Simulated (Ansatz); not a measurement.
Ideal-gas functions of GaH₃O₂Se, SMILES `[OH][Ga]([OH])[SeH]` at 298.15 K and 1 bar, from an Ansatz frequency run at PBE0-D4/def2-TZVP.

Molar mass 183.7 g/mol, point group Cs (symmetry number 1), electronic degeneracy 1, moments of inertia 82.104, 332.959, 415.063 u Å². Harmonic wavenumbers (cm⁻¹, unscaled): 115, 164, 173, 187, 294, 304, 346, 632, 687, 722, 829, 862, 2444, 3891, 3911.

Use S(trans) = R[1.5 ln M + 2.5 ln T − 1.1517]; rotational temperatures θ = 24.2544 K / I; S(rot) = R[ln(√π/σ · √(T³/θAθBθC)) + 1.5]; for each mode x = 1.438777 ν̃/T, S = R[x/(eˣ − 1) − ln(1 − e⁻ˣ)] and H = RT x/(eˣ − 1); 1 cm⁻¹ = 0.0119627 kJ/mol; R = 8.31446 J/(mol·K).

Problem. By hand: the entropy, in J/(mol·K).

Solution. Translation 173.9. Rotation: θ = 0.2954, 0.0728, 0.0584 K, giving 116.1. Vibration, mode by mode: 13.32, 10.47, 10.05, 9.44, 6.07, 5.84, 4.96, 1.66, 1.35, 1.18, 0.77, 0.68, 0.00, 0.00, 0.00, in all 65.8. Electronic 0.0. Sum 355.8 J/(mol·K).

Problem. By hand: H − E and G − E in kJ/mol, counted from the electronic energy.

Solution. Zero-point energy ½ × 15561 × 0.0119627 = 93.1; thermal vibration 11.1; translation, rotation and pV give 4 RT = 9.9. H − E = 114.1 kJ/mol, and G − E = 114.1 − 298.15 × 355.8/1000 = 8.0 kJ/mol.

Vibration gives 18 % of the entropy, 13.3 J/(mol·K) of it from the mode under 150 cm⁻¹: soft modes count most, and the harmonic formula is weakest for them. The sum counts one conformer and one mirror image; others add a mixing term.
